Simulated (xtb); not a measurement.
In(H)2(SMe) (CH5InS), SMILES [InH2][S]C. All values are semi-empirical tight-binding results from xtb (GFN2-xTB unless named), good for trends rather than for accurate numbers. Coordinates come from a GFN2-xTB optimisation.

Optimised geometry:

Bond lengths (Å): In1–H2 1.735, In1–H3 1.739, In1–S4 2.419, S4–C5 1.832, C5–H6 1.086, C5–H7 1.086, C5–H8 1.095. Angles (°): H2–In1–H3 120.3, H2–In1–S4 126.3, H3–In1–S4 113.4, In1–S4–C5 97.6, S4–C5–H6 108.4, S4–C5–H7 107.7, S4–C5–H8 110.6, H6–C5–H7 109.9, H6–C5–H8 110.1, H7–C5–H8 110.0.
Charge 0, spin multiplicity 1.

For metal compounds this method's bond lengths and energies can be far off.

```yaml
orbital_gap: 3.01 eV
zero_point_energy: 29.5 kcal/mol
G − E(el) at 298.15 K (modified RRHO): 9.9 kcal/mol
```

Computed atomic charges and the Wiberg bond orders between heavy atoms:
charges (e) In1 0.22, H2 -0.05, H3 -0.10, S4 -0.24, C5 -0.05, H6 0.07, H7 0.07, H8 0.08. Bond orders In1–S4 0.95, S4–C5 0.99.
